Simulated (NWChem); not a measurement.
All runs are NWChem calculations. System: As2, charge 0, spin multiplicity 1, displaced from the optimised geometry. Level: RHF/def2-SVP, spin-restricted.

Input file:

```
start mol
memory heap 200 mb stack 900 mb global 1100 mb
geometry units angstroms nocenter noautoz noautosym
  As     0.000000     0.000000     1.568447
  As     0.000000     0.000000    -1.045631
end
basis spherical
  * library def2-svp
end
scf
  rhf
  nopen 0
  maxiter 100
  thresh 1e-7
  semidirect memsize 60000000 filesize 0
end
task scf energy
```

NWChem printed:

```
             Northwest Computational Chemistry Package (NWChem) 7.3.0
             --------------------------------------------------------

                                NWChem Input Module
                                -------------------

 Scaling coordinates for geometry "geometry" by  1.889725989
 (inverse scale =  0.529177249)

                             Geometry "geometry" -> ""
                             -------------------------

 Output coordinates in angstroms (scale by  1.889725989 to convert to a.u.)

  No.       Tag          Charge          X              Y              Z
 ---- ---------------- ---------- -------------- -------------- --------------
    1 As                  33.0000     0.00000000     0.00000000     1.56844700
    2 As                  33.0000     0.00000000     0.00000000    -1.04563100

 Effective nuclear repulsion energy (a.u.)     220.4502023890

            Nuclear Dipole moment (a.u.)
            ----------------------------
        X                 Y               Z
 ---------------- ---------------- ----------------
     0.0000000000     0.0000000000    32.6033064207


 Summary of "ao basis" -> "" (spherical)
 ------------------------------------------------------------------------------
       Tag                 Description            Shells   Functions and Types
 ---------------- ------------------------------  ------  ---------------------
 *                          def2-svp                  on all atoms

 Summary of "ao basis" -> "ao basis" (spherical)
 ------------------------------------------------------------------------------
       Tag                 Description            Shells   Functions and Types
 ---------------- ------------------------------  ------  ---------------------
 As                         def2-svp                12       32   5s4p3d

                                 NWChem SCF Module
                                 -----------------

  ao basis        = "ao basis"
  functions       =    64
  atoms           =     2
  closed shells   =    33
  open shells     =     0
  charge          =   0.00
[...]
    12      0.224282  1 As px                44      0.224282  2 As px
    13      0.195023  1 As py                45      0.195023  2 As py

 Vector   33  Occ=2.000000D+00  E=-2.910163D-01
              MO Center= -1.2D-15, -1.6D-15,  2.6D-01, r^2= 3.5D+00
   Bfn.  Coefficient  Atom+Function         Bfn.  Coefficient  Atom+Function
  ----- ------------  ---------------      ----- ------------  ---------------
    16      0.330448  1 As py                48      0.330448  2 As py
    15     -0.287338  1 As px                47     -0.287338  2 As px
    13      0.224282  1 As py                45      0.224282  2 As py
    12     -0.195023  1 As px                44     -0.195023  2 As px

 Vector   34  Occ=0.000000D+00  E=-3.449062D-02
              MO Center= -1.7D-15, -1.5D-15,  2.6D-01, r^2= 4.3D+00
   Bfn.  Coefficient  Atom+Function         Bfn.  Coefficient  Atom+Function
  ----- ------------  ---------------      ----- ------------  ---------------
    16      0.555907  1 As py                48     -0.555907  2 As py
    13      0.307792  1 As py                45     -0.307792  2 As py
    10     -0.200325  1 As py                42      0.200325  2 As py

 Vector   35  Occ=0.000000D+00  E=-3.449062D-02
              MO Center= -1.9D-15,  1.6D-15,  2.6D-01, r^2= 4.3D+00
   Bfn.  Coefficient  Atom+Function         Bfn.  Coefficient  Atom+Function
  ----- ------------  ---------------      ----- ------------  ---------------
    15      0.555907  1 As px                47     -0.555907  2 As px
    12      0.307792  1 As px                44     -0.307792  2 As px
     9     -0.200325  1 As px                41      0.200325  2 As px

 Vector   36  Occ=0.000000D+00  E= 8.352877D-02
              MO Center=  7.8D-16,  9.0D-16,  2.6D-01, r^2= 4.9D+00
   Bfn.  Coefficient  Atom+Function         Bfn.  Coefficient  Atom+Function
  ----- ------------  ---------------      ----- ------------  ---------------
    17      0.852638  1 As pz                49      0.852638  2 As pz
     4     -0.304596  1 As s                 36      0.304596  2 As s
    14      0.272221  1 As pz                46      0.272221  2 As pz
     5     -0.265035  1 As s                 37      0.265035  2 As s
    11     -0.188229  1 As pz                43     -0.188229  2 As pz

 center of mass
 --------------
 x =   0.00000000 y =   0.00000000 z =   0.49398949

 moments of inertia (a.u.)
 ------------------
         914.138086181052           0.000000000000           0.000000000000
           0.000000000000         914.138086181052           0.000000000000
           0.000000000000           0.000000000000           0.000000000000

  Mulliken analysis of the total density
  --------------------------------------

    Atom       Charge   Shell Charges
 -----------   ------   -------------------------------------------------------
    1 As  33    33.00   2.00  2.00  2.00  1.40  0.53  6.00  5.98  1.15  1.91  8.19  1.76  0.09
    2 As  33    33.00   2.00  2.00  2.00  1.40  0.53  6.00  5.98  1.15  1.91  8.19  1.76  0.09

       Multipole analysis of the density wrt the origin
       ------------------------------------------------

     L   x y z        total         open         nuclear
     -   - - -        -----         ----         -------
     0   0 0 0     -0.000000      0.000000     66.000000

     1   1 0 0     -0.000000      0.000000      0.000000
     1   0 1 0      0.000000      0.000000      0.000000
     1   0 0 1      0.000000      0.000000     32.603306

     2   2 0 0    -27.758775      0.000000      0.000000
     2   1 1 0     -0.000000      0.000000      0.000000
     2   1 0 1     -0.000000      0.000000      0.000000
     2   0 2 0    -27.758775      0.000000      0.000000
     2   0 1 1     -0.000000      0.000000      0.000000
     2   0 0 2    -24.872631      0.000000    418.747343

 Task  times  cpu:        0.4s     wall:        0.4s

 Total times  cpu:        0.4s     wall:        0.4s
```
